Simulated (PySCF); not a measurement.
Gas-phase reaction: 2 HfCl₃OH + H₂ + 2 O = 2 HfCl₂(OH)₂ + Cl₂

Method: PySCF energies plus ideal-gas RRHO corrections (1 bar). † marks an energy on the PBE0/def2-TZVP geometry and frequencies; other levels use their own. CCSD(T) freezes the core. Open shells (unrestricted): O (multiplicity 3, electronic degeneracy 9); the rest are closed-shell singlets. Spin-orbit splitting is ignored; it lowers the true energy and changes the entropy of O. Hf: scalar-relativistic def2 core potential, no spin-orbit coupling. HfCl₃OH, HfCl₂(OH)₂: computed as isolated molecules; such fragments, hydroxides, amides, oligomers or adducts are transient or little studied in the gas. CCSD(T) isn't extrapolated to the basis-set limit; its ΔH°(298 K) is -644.5 kJ in def2-SVP and -709.9 kJ in def2-TZVPP. The harmonic model lacks anharmonicity and excited electronic states, which grow with temperature; levels with a mode under 35 cm⁻¹ are left out. Soft modes under 120 cm⁻¹ make the harmonic entropy rough for HfCl₃OH, HfCl₂(OH)₂.

```
level                ΔE electronic, kJ  ΔH°(298 K), kJ  ΔS°(298 K), J/K  ΔG°(1600 K), kJ
-------------------  -----------------  --------------  ---------------  ---------------
BLYP/def2-TZVP†                   -794            -767             -213             -419
CCSD(T)/def2-TZVPP†               -737            -710             -213             -362
HF/def2-TZVP†                     -320            -294             -213               55
M06-2X/def2-TZVP†                 -774            -747             -213             -399
PBE/def2-SVP                      -824            -798             -219             -441
ωB97X-V/def2-TZVP†                -770            -743             -213             -395
```
ΔH° is lowest at PBE/def2-SVP and highest at HF/def2-TZVP†. No reference value is set beside these.
